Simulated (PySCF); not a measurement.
Ga(Me)(SeH)2 (CH5GaSe2), SMILES [CH3][Ga]([SeH])[SeH].

Coordinates come from a ωB97X-D3(BJ)/def2-SVP optimisation. One conformer was computed; it need not be the lowest.

Vertical ionisation energy (IE) and electron affinity (EA) in eV. Rows of orbital energies are one-electron estimates. Where ΔSCF, EOM or ADC give a negative EA the extra electron is unbound and the value depends on the basis.

| level | IE | EA |
|---|---|---|
| −ε(HOMO), −ε(LUMO), B3LYP/def2-TZVP (PySCF) | 6.75 | 1.06 |
| −ε(HOMO), −ε(LUMO), PBE/def2-TZVP (PySCF) | ? | ? |

What belongs in the gaps? (The exact figures need the calculation; the answer reports its results.)


- −ε(HOMO), −ε(LUMO), PBE/def2-TZVP (PySCF), IE: 5.88
- −ε(HOMO), −ε(LUMO), PBE/def2-TZVP (PySCF), EA: 1.58
